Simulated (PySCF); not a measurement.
**F (fluorine, neutral) across methods**

[He] 2s2 2p5, 2P determinant. Computed with PySCF 2.14 in ANO-RCC-VTZP (4s3p2d1f, 30 functions), with the spin-free X2C one-electron Hamiltonian (Gaussian nucleus).

```
 method  E (hartree)  mean ε 2s β (eV)  mean ε 2p α (eV)  mean ε 2p β (eV)  Σ⟨r²⟩ (bohr²)   ⟨S²⟩
    PBE     -99.7624           -28.687           -11.870           -10.303          10.86  0.752
    LDA     -99.1968           -28.640           -12.067           -10.366          10.95  0.751
 r2SCAN     -99.8197           -29.629           -12.501           -10.765          10.60  0.753
    UHF    -99.50250           -40.267           -20.908           -18.471          10.28  0.754
 revPBE     -99.8286           -28.682           -11.809           -10.243          10.83  0.752
   PBE0     -99.7685           -31.839           -14.284           -12.545          10.63  0.752
  wB97X     -99.8394           -34.372           -16.807           -15.122          10.64  0.752
LC-wPBE     -99.8076           -34.445           -17.159           -15.547          10.74  0.752
```

Question: Estimate the same row for wB97M-V.

Answer: E (hartree) = -99.8365; mean ε 2s β (eV) = -34.716; mean ε 2p α (eV) = -16.819; mean ε 2p β (eV) = -15.140; Σ⟨r²⟩ (bohr²) = 10.74; ⟨S²⟩ = 0.752.
